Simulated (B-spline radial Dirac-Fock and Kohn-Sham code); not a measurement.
Successive ionisation energies of sulfur: Dirac-Fock against NIST

Calculated with a radial atomic solver, using Dirac-Fock energy differences between relaxed states, corrected for Breit and QED terms. Each value is the difference of the configuration-average energies of two neighbouring ions in their tabulated ground configurations. Electron correlation is not included. NIST's values refer to the lowest levels; many for high charge states are themselves semi-empirical or theoretical. Where a p, d or f shell is open in either ion the computed value averages over both j values and all terms, while the table refers to the lowest levels; that difference holds spin-orbit splitting (largest in heavy or highly charged ions), term energies where several electrons share open shells, and correlation, and it can reach 10 % or more.

```
 ion  configuration  computed (eV)        NIST (eV)            kind  NIST − computed (eV)
 S⁸⁺   [He] 2s2 2p4          384.7    379.84 ± 0.21  semi-empirical                 -4.81
 S⁹⁺   [He] 2s2 2p3          441.5      447.7 ± 0.3  semi-empirical                 +6.19
S¹⁰⁺   [He] 2s2 2p2          501.3    504.55 ± 0.12  semi-empirical                 +3.26
S¹¹⁺   [He] 2s2 2p1          564.0    564.41 ± 0.05  semi-empirical                 +0.45
S¹²⁺       [He] 2s2          646.8    651.96 ± 0.12  semi-empirical                 +5.12
S¹³⁺       [He] 2s1          706.8  706.994 ± 0.007     theoretical                 +0.15
S¹⁴⁺            1s2         3222.5         3223.781     theoretical                 +1.31
S¹⁵⁺            1s1         3494.2         3494.189     theoretical                 -0.06
```

Q: Where in this range is the largest relative jump, and why?

A: From S¹³⁺ (706.8 eV) to S¹⁴⁺ (3222.5 eV), a factor of 4.56. The configuration goes from [He] 2s1 to 1s2, so the next electron comes out of a deeper subshell.
